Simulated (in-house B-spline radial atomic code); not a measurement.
Pr is squeezed into an impenetrable sphere of radius R (the orbitals vanish at R). Method: Dirac-Kohn-Sham LDA VWN5, spherical fractional occupations, Fermi nucleus of rms radius 4.8919 fm. Calculated with an all-electron radial atomic-structure program (B-spline basis).

Energies in eV above the free atom in [Xe] 4f3 6s2:

```tsv
R (bohr)	highest level (eV)	[Xe] 4f3 6s2	[Kr] 4d10 4f3 5s2 5p5 6s2 6f1	[Kr] 4d9 4f3 5s2 5p6 6s2 6f1
8.83	-0.792	0.3169	36.14	128
6.48	0.765	2.62	48.87	140.3
5.28	2.82	8.064	66.44	157.4
4.17	12.2	26.21	107.6	197.2
3.65	23.3	49.85	150.6	238.9
3.08	48.2	111.2	246.2	332.6
2.47	112	302	503.9	590.3
2.38	127	355.2	571.3	658.7
1.79	331	1173	1535	1652
1.38	742	3294	3857	4076
```

Question: Does [Kr] 4d10 4f3 5s2 5p5 6s2 6f1 fall below [Xe] 4f3 6s2 under compression?

Answer: No, it stays above over the whole range.

Question: Does [Kr] 4d9 4f3 5s2 5p6 6s2 6f1 fall below [Xe] 4f3 6s2 under compression?

Answer: No, it stays above over the whole range.

The highest level is first positive in the row R = 6.48 bohr, pushed up by confinement above the zero of the free ion's potential. Each configuration is held fixed and needn't be the lowest in the sphere.
